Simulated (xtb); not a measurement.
B(Cl)(Br)(NH2) (BBrClH₂N), SMILES ClB(N)Br. All values are semi-empirical tight-binding results from xtb (GFN2-xTB unless named), good for trends rather than for accurate numbers. Geometry: GFN2-xTB. One conformer was computed; it need not be the lowest.

Optimised geometry:

Bonds (Å): B1–Cl2 1.737, B1–Br3 1.891, B1–N4 1.384, N4–H5 1.008, N4–H6 1.006. Bond angles (°): Cl2–B1–Br3 121.0, Cl2–B1–N4 120.1, Br3–B1–N4 118.9, B1–N4–H5 123.3, B1–N4–H6 123.5, H5–N4–H6 113.2.

**Question.** Estimate the properties. (The exact figures need the calculation; the answer reports its results.)

**Answer.** 
```yaml
point_group_as_xtb_finds_it: Cs
orbital_gap: 5.27 eV
zero_point_energy: 19.9 kcal/mol
G − E(el) at 298.15 K (modified RRHO): 1.2 kcal/mol
static polarisability (D4 model): 56.6 bohr³
solvation energy, GFN2-xTB/ALPB(water): -5.7 kcal/mol
solvation energy, GFN2-xTB/ALPB(benzene): -5.6 kcal/mol
```

Computed atomic charges and the Wiberg bond orders between heavy atoms:
charges (e) B1 0.43, Cl2 -0.28, Br3 -0.20, N4 -0.34, H5 0.20, H6 0.19. Bond orders B1–Cl2 1.03, B1–Br3 1.02, B1–N4 1.39.
